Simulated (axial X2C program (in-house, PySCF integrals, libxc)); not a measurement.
HfP: from Re and ωe to a spectrum

A bond curve at the PBE0 level, 2c, was computed with an in-house relativistic program for diatomic molecules (basis Hf dyall-cv3z [13s14p9d7f4g], P dyall-v3z [8s7p2d1f] (cores contracted in-house)) for the state Ω = 1/2 (⟨Sz⟩ = 0.49, ⟨Lz⟩ = 0.01 at PBE0). Its fit gives Re = 2.1837 Å, ωe = 517.7 cm⁻¹, ωexe = 1.17 cm⁻¹ and αe = 3.942e-04 cm⁻¹; the masses are 179.9465 and 30.9738 u. Two-component means X2C with spin–orbit coupling and atomic mean-field Coulomb and Gaunt terms.

Q: Find the reduced mass, Be and the force constant.

A: From the PBE0 values: μ = 26.4253 u. Be = 16.8576/(μ Re²) = 0.1338 cm⁻¹. k = 5.8918×10⁻⁷ μ ωe² = 4.17 mdyn/Å.

Q: Where do the fundamental and the first overtone lie?

A: ν(1←0) = ωe − 2ωexe = 515.4 cm⁻¹; ν(2←0) = 2ωe − 6ωexe = 1028.4 cm⁻¹.

Q: Estimate the centrifugal constant by the Kratzer relation.

A: D = 4Be³/ωe² = 3.57e-08 cm⁻¹.

Q: A Morse curve ties αe to the other constants (Pekeris). How well does that hold?

A: αe(Morse) = 6Be²/ωe × (√(ωexe/Be) − 1) = 4.060e-04 cm⁻¹; the PBE0 curve gives 3.942e-04 cm⁻¹, a ratio of 1.03.

Q: The dipole moment p changes by 1.88 D/Å at Re. What harmonic infrared intensity follows?

A: I = 42.256 × (dp/dR)²/μ = 5.7 km/mol.

The state is one determinant whose occupation by symmetry is held fixed; it was picked as the lowest of a PBE0 search that is not exhaustive. Density functionals use the spin component along the axis (collinear).
